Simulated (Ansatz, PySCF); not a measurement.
The molecule OF-, closed-shell singlet (lowest of 2S+1 = 1, 3, 5 at CCSD(T)/def2-TZVPP on PBE0 minima; our sources give no spin for the ground state, which may be another).

Constants: fifth-degree fit in 1/R to seven points, most abundant isotopes. Runs in def2 and cc sets follow the lowest solution found near the PBE0 minimum. The singlet is held restricted. HF and MP2 rows in def2 and cc sets belong to the determinant that coupled cluster picked by its CCSD energy.

The values were computed with Ansatz (Gaussian basis) for Hartree–Fock, density functionals and correlated methods; PySCF for 3-21G rows, 6-31G* rows. 

```
level                                  r_e (Å)  ω_e (cm⁻¹)  α_e (cm⁻¹)  ω_e x_e (cm⁻¹)
-------------------------------------  -------  ----------  ----------  --------------
HF/3-21G                                 1.526         962      0.0083             7.3
HF/6-31G*                                1.490         843       0.011             7.9
HF/def2-TZVPP                            1.481         817       0.013             9.2
HF/aug-cc-pV5Z                           1.474         816       0.014             9.7
PBE/def2-TZVPP                           1.530         779       0.010             7.1
BP86/6-31G*                              1.531         806       0.010             7.4
B97M-V/def2-TZVPP                        1.520         789       0.011             7.5
B3LYP/6-31G*                             1.520         826      0.0099             7.1
B3LYP/def2-TZVPP                         1.522         793       0.010             6.9
PBE0/def2-TZVPP                          1.493         843       0.010             7.0
BHLYP/def2-TZVPP                         1.489         843       0.011             7.2
CAM-B3LYP/def2-TZVPP                     1.500         837       0.010             6.8
MP2/6-31G*                               1.499         929      0.0079             5.8
MP2/aug-cc-pVTZ                          1.479         929      0.0079             5.7
MP2/aug-cc-pVQZ                          1.475         927      0.0079             5.4
MP2/CBS(def2-TZVPP, def2-QZVPP)          1.478         927      0.0078             5.3
SCS-MP2/aug-cc-pVTZ                      1.488         904      0.0080             5.7
SCS-MP2/def2-TZVPP                       1.493         903      0.0080             5.5
SCS-MP2/aug-cc-pVQZ                      1.485         901      0.0080             5.4
SCS-MP2/def2-QZVPP                       1.489         899      0.0081             5.5
SCS-MP2/aug-cc-pV5Z                      1.484         903      0.0080             5.5
CCSD/aug-cc-pVTZ                         1.499         838      0.0100             6.9
CCSD/def2-TZVPP                          1.502         839      0.0098             6.6
CCSD/aug-cc-pVQZ                         1.494         839      0.0099             6.5
CCSD(T)/def2-TZVPP                       1.522         791       0.010             6.7
CCSD(T)/aug-cc-pVQZ                      1.517         783       0.010             6.5
CCSD(T)/def2-QZVPP                       1.520         782       0.010             6.6
CCSD(T)/aug-cc-pV5Z                      1.515         787       0.010             6.6
CCSD(T)/CBS(def2-TZVPP, def2-QZVPP)      1.519         782       0.010             6.4
CCSD(T)/CBS(aug-cc-pVQZ, aug-cc-pV5Z)    1.513         790       0.010             6.6
```

Frozen-core correlation. CBS(a, b) extrapolates the correlation energy as X⁻³ and adds the Hartree–Fock energy of set b. Rows in 3-21G, 6-31G* carry no dispersion term and start afresh at each structure (6-31G* with six Cartesian d functions). MP2/6-31G* freezes PySCF's default core.

Ansatz is a quantum-chemistry and plane-wave program.
